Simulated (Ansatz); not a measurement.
Reaction (substitution at a C–B bond): `OCB(F)Br` + `O=CCO` → `O=CCOCO` + `FBBr`

Computed with Ansatz on PBE0-D4/def2-TZVP structures; ΔE is electronic, products minus reactants. CCSD(T)/CBS is the MP2 limit (def2-TZVPP, def2-QZVPP) plus CCSD(T) − MP2 in def2-TZVPP, frozen cores. Functionals use def2-TZVPP. For Br outer-core shells are correlated without core-valence functions, which leaves a few kJ/mol of doubt a bond. Scalar relativity is left out up to krypton. One conformer a species, not always the lowest.

`OCB(F)Br`:

Cartesian coordinates in Å:
```
O 1.130 -0.946 -0.600
C 0.600 -0.074 0.364
B -0.832 0.499 0.129
F -1.379 1.318 0.998
Br -1.855 0.035 -1.433
H 0.483 -1.057 -1.304
H 0.585 -0.567 1.349
H 1.269 0.792 0.496
```

`O=CCO`:

Cartesian coordinates in Å:
```
O 1.499 0.777 -0.350
C 0.760 -0.151 -0.547
C -0.561 -0.265 0.148
O -0.793 0.798 1.008
H 1.022 -0.963 -1.253
H -1.340 -0.338 -0.628
H -0.572 -1.229 0.682
H -0.014 1.370 0.939
```

`O=CCOCO`:

Z-matrix (Å, degrees):
```
C
C 1 1.512
O 1 1.404 2 113.8
H 1 1.097 2 108.8 3 -126.0
H 1 1.096 2 107.0 3 117.8
O 2 1.198 1 123.2 3 163.0
H 2 1.111 1 114.7 3 -19.8
C 3 1.397 1 113.5 2 -82.3
O 8 1.395 3 113.3 1 65.0
H 8 1.096 3 110.4 1 -53.1
H 8 1.094 3 105.3 1 -171.9
H 9 0.962 8 108.7 3 70.7
```

`FBBr`:

```xyz
4

F    -0.232    0.314   -1.317
B     0.030    0.162   -0.044
Br   -0.216   -1.552    0.752
H     0.418    1.077    0.610
```

| species | ωB97X-V energy (Eh) |
| --- | --- |
| `OCB(F)Br` | -2813.86494 |
| `O=CCO` | -229.06803 |
| `O=CCOCO` | -343.60537 |
| `FBBr` | -2699.31074 |

**Question.** Work out ΔE.

**Answer.** ΔE = (-343.60537) + (-2699.31074) − (-2813.86494) − (-229.06803) = 0.01686 Eh = +44.3 kJ/mol. CCSD(T)/CBS gives +49.2 kJ/mol.

Largest T1 diagnostic among the species: 0.014.

In def2-TZVPP, CCSD(T) changes the Hartree–Fock value by +12.0 kJ/mol (the triples alone add +0.4 kJ/mol) and MP2 by +15.7 kJ/mol.
